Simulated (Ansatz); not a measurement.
Start from `[Cl][SnH2][SeH]` and change one atom or group to get `[SeH][SnH3]`.

Ansatz, PBE0-D4/def2-TZVP geometries, multiplicity 1. Each molecule was computed in one conformer, which needn't be the lowest.

Elements past krypton have def2 core potentials. Scalar relativity is left out up to krypton.

| property | `[Cl][SnH2][SeH]` |
| --- | --- |
| size of the dipole moment (ωB97M-V/def2-TZVPP) / D | 2.15 |
| HOMO energy (ωB97M-V/def2-TZVPP) / eV | -9.56 |
| zero-point energy (PBE0-D4/def2-TZVP) / kJ/mol | 60.2 |
| HOMO energy (B3LYP/def2-TZVPP) / eV | -7.16 |
| HOMO energy (PBE0/def2-TZVPP) / eV | -7.41 |
| HOMO–LUMO gap (B3LYP/def2-TZVPP) / eV | 5.53 |

(1) Give the same properties after the change, and the shifts. (Estimate.)

## Answers

(1) The calculation gave: 
```tsv
property	`[SeH][SnH3]`	shift
size of the dipole moment (ωB97M-V/def2-TZVPP) / D	1.34	-0.81
HOMO energy (ωB97M-V/def2-TZVPP) / eV	-9.08	0.48
zero-point energy (PBE0-D4/def2-TZVP) / kJ/mol	73.5	13.3
HOMO energy (B3LYP/def2-TZVPP) / eV	-6.69	0.47
HOMO energy (PBE0/def2-TZVPP) / eV	-6.93	0.48
HOMO–LUMO gap (B3LYP/def2-TZVPP) / eV	5.63	0.10
```

With PBE0 the HOMO rises by 0.48 eV and the LUMO rises by 0.55 eV, so the gap widens by about 0.07 eV. PBE moves the HOMO by 0.47 eV and ωB97M-V by 0.48 eV. Dipoles are sizes alone; their direction can turn.

B3LYP here is the variant with VWN-RPA as its local correlation; programs differ in this.

Spin–orbit coupling is left out; it splits and shifts lone-pair levels of the heavy atoms by tenths of an eV.
